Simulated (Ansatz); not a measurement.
```yaml
crystal:
  periodic: [false, false, false]
  atoms:
    - {symbol: F, position_ang: [-0.371846, -2.030326, -0.271720]}
    - {symbol: C, position_ang: [-0.508220, -0.779483, 0.260633]}
    - {symbol: C, position_ang: [0.720443, -0.193173, 0.902411]}
    - {symbol: C, position_ang: [0.804202, 0.849175, 0.072972]}
    - {symbol: C, position_ang: [-0.360809, 0.391790, -0.752533]}
    - {symbol: F, position_ang: [-1.413734, 1.237663, -0.824824]}
    - {symbol: F, position_ang: [-0.084123, 0.003969, -2.009947]}
    - {symbol: H, position_ang: [-1.430453, -0.749970, 0.847229]}
    - {symbol: H, position_ang: [1.293150, -0.507658, 1.764859]}
    - {symbol: H, position_ang: [1.434488, 1.726814, 0.013921]}
basis:
  gaussian: {orbitals: cc-pVTZ, point_charges: [{charge: 1.00, position_ang: [5.346, -0.448, -0.358]}]}
magnetization: {spin_polarized: true, initial_magnetization: 1}
hamiltonian: {xc: {name: PBE0}, dispersion: d3bj}
```

```sh
$ ansatz run in.yaml --threads 4 --pin off --events-out ev --progress --plain --max-ram 10444MiB
```

Shortened log:

```
Error: a molecule whose nuclei and cores have a total charge of 54 cannot have a net charge of 0 together with 1 unpaired electrons
```

**Question.** Something in this input is off. What?

**Answer.** The number of unpaired electrons doesn't fit the electron count. The program refused the input.
